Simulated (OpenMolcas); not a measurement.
# Pt4+ in a ligand field

Pt4+ with 6 ligands (fluoride) in octahedral coordination (Oh) at 1.94 Å. A charge of +0.333 e stands 3.2 Å behind each ligand. Ligand basis ANO-RCC-VDZP.
```
Pt    0.0000    0.0000    0.0000
F     1.9400    0.0000    0.0000
F     0.0000    1.9400    0.0000
F    -1.9400    0.0000    0.0000
F     0.0000   -1.9400    0.0000
F     0.0000    0.0000    1.9400
F     0.0000    0.0000   -1.9400
```

```yaml
Program: OpenMolcas
Method: "SS-CASPT2, IPEA 0.25 Eh, imaginary shift 0.1 Eh (closed shells correlated: 5s 5p and the ligand valence shells)"
Basis: ANO-RCC-VDZP [7s6p4d2f]
Scalar_Hamiltonian: DKH2, point nucleus
Active_space: 6 electrons in 5 orbitals (5d)
State_averaging: 2S+1 = 5 even, 5 roots; 2S+1 = 3 even, 45 roots; 2S+1 = 1 even, 50 roots
Spin-orbit_coupling: state interaction with AMFI integrals over the reference wave functions
```

The lowest spin-free states (labels of O, the rotations of Oh), above the lowest:

```tsv
State	Degeneracy	E (cm-1)
1A1	1	0
2S+1 = 3	3	24510
2S+1 = 1	3	28660
2S+1 = 3	3	29340
2S+1 = 1	3	36030
5T2	3	45730
2S+1 = 3	3	54400
2S+1 = 3	3	54990
3E	2	57410
2S+1 = 3	3	57620
2S+1 = 1	3	57940
2S+1 = 3	3	57980
1E	2	58590
2S+1 = 1	1	59140
2S+1 = 1	1	61680
2S+1 = 1	3	62690
2S+1 = 1	3	63390
2S+1 = 3	1	66960
1E	2	68450
2S+1 = 3	3	69580
```

The lowest levels with spin-orbit coupling:

```json
{"E (cm-1)": "0", "Degeneracy": "1", "2S+1": "1 (87 %)"}
{"E (cm-1)": "22300", "Degeneracy": "2", "2S+1": "3"}
{"E (cm-1)": "23310", "Degeneracy": "3", "2S+1": "3 (89 %)"}
{"E (cm-1)": "23680", "Degeneracy": "3", "2S+1": "3 (72 %)"}
{"E (cm-1)": "29870", "Degeneracy": "1", "2S+1": "3 (75 %)"}
{"E (cm-1)": "30040", "Degeneracy": "3", "2S+1": "3 (77 %)"}
{"E (cm-1)": "31990", "Degeneracy": "2", "2S+1": "3"}
{"E (cm-1)": "33510", "Degeneracy": "3", "2S+1": "3"}
{"E (cm-1)": "33860", "Degeneracy": "3", "2S+1": "1 (52 %)"}
{"E (cm-1)": "34770", "Degeneracy": "1", "2S+1": "3"}
{"E (cm-1)": "38360", "Degeneracy": "3", "2S+1": "1 (84 %)"}
{"E (cm-1)": "43820", "Degeneracy": "3", "2S+1": "5 (82 %)"}
{"E (cm-1)": "48080", "Degeneracy": "3", "2S+1": "5"}
{"E (cm-1)": "48150", "Degeneracy": "2", "2S+1": "5 (89 %)"}
{"E (cm-1)": "51040", "Degeneracy": "3", "2S+1": "5 (82 %)"}
{"E (cm-1)": "51090", "Degeneracy": "3", "2S+1": "5 (78 %)"}
{"E (cm-1)": "51100", "Degeneracy": "1", "2S+1": "5 (74 %)"}
{"E (cm-1)": "51930", "Degeneracy": "2", "2S+1": "3 (81 %)"}
{"E (cm-1)": "54950", "Degeneracy": "3", "2S+1": "3 (85 %)"}
{"E (cm-1)": "55320", "Degeneracy": "1", "2S+1": "3 (66 %)"}
```

Powder χT (cm3 K/mol): 0 at 2 K, 0 at 10 K, 0.00285 at 50 K, 0.0057 at 100 K, 0.0114 at 200 K, 0.0171 at 300 K. The effective moment at 300 K is 2.828 √(χT) = 0.37 μB.

Roots that are degenerate in the reference are averaged as groups; the widest CASPT2 spread within a group is 750 cm-1 (the 3-fold group of multiplicity 3 near 24500 cm-1 above the lowest state of its run). Shifts and gaps below about the spread of the groups concerned are not significant. Over all roots computed the reference weight is 0.66 to 0.69; a low but even weight reflects the number of correlated electrons. The least metal-like active orbital is 69 % on the metal (Löwdin) and no ligand orbital is active, so the numbers are rough, and ground spin, moment and any spin crossover can be artefacts of this space; highly charged d ions in such sites are as a rule low spin. Ligand-to-metal charge-transfer states are missing. With no ligand orbital active B as a rule stays too high, so bands that hang on it stand too high and its fall with covalency is understated. With one d shell and no ligand orbital active, 10Dq can be off by a tenth or more. No measured value stands beside these numbers; the geometry is a model, was not optimised and need not be the one that this ion takes.

The CASPT2 steps took 4.2 min on 1 thread of Arm Neoverse V1, with other jobs on the host; the integral step is not counted.
